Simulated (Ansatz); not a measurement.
In₄As₅H₁₆⁺. The state is a triplet with charge 1. Geometry r2SCAN-D4/def2-SVP, that of the charge +1 singlet; atoms count from 1.

Cartesian coordinates in Å:
```
In 1.825 -0.546 1.979
In 1.775 0.908 -2.822
In -1.548 -2.911 -0.690
In -1.928 1.927 0.338
As 0.245 -2.610 1.385
As 2.847 0.119 -0.398
As -0.062 1.370 2.205
As -0.308 2.364 -1.737
As -2.842 -0.537 -0.130
H 2.889 -0.665 3.316
H 1.006 -0.505 -3.395
H 2.867 2.091 -3.391
H -2.627 -4.132 -0.187
H -0.604 -2.528 -2.063
H -3.048 3.143 0.784
H 1.200 -3.780 1.363
H -0.410 -2.948 2.705
H 3.743 -1.063 -0.694
H 3.956 1.073 -0.019
H 0.638 2.663 2.546
H -0.761 1.182 3.530
H 0.127 3.796 -1.524
H -1.281 2.650 -2.858
H -3.842 -0.752 0.983
H -3.858 -0.307 -1.226
```

In the def2 sets In takes a core potential; there is no spin–orbit coupling. Single mean-field runs in def2-TZVP are fitted with def2-universal-jkfit. At PBE0-D4/def2-TZVP a singlet of charge 1 lies 4.69 eV below the triplet at the same geometry.

(1) Estimate the Mulliken populations from the PBE0/def2-TZVP orbitals of Ansatz.

(2) Where does the spin sit?

(3) And the Mayer bond orders between heavy atoms (over 0.3)?

Answers

(1) 
```csv
atom,charge (e),spin (α − β)
In1,0.41,0.44
In2,0.27,0.35
In3,0.40,0.01
In4,0.56,0.02
As5,-0.41,0.04
As6,-0.15,0.73
As7,-0.43,0.01
As8,-0.41,0.00
As9,-0.41,0.00
H10,-0.03,0.27
H11,-0.02,0.03
H12,0.00,0.12
H13,-0.03,0.00
H14,-0.06,0.00
H15,-0.02,0.00
H16,0.13,0.00
H17,0.12,0.02
H18,0.15,-0.03
H19,0.14,-0.02
H20,0.13,0.00
H21,0.13,0.01
H22,0.13,0.00
H23,0.13,0.00
H24,0.13,0.00
H25,0.13,0.00
```
Mulliken values depend strongly on the basis.

(2) Summed by element: In 0.82, As 0.78, H 0.40, of 2 unpaired in all. Largest on single atoms: As6 0.73, In1 0.44, In2 0.35.

(3) In1–As5 0.65 (2.67 Å); In1–As6 0.39 (2.67 Å); In1–As7 0.59 (2.70 Å); In2–As6 0.47 (2.77 Å); In2–As8 0.54 (2.76 Å); In3–As5 0.54 (2.76 Å); In3–As9 0.52 (2.76 Å); In4–As7 0.61 (2.70 Å); In4–As8 0.65 (2.67 Å); In4–As9 0.68 (2.67 Å).
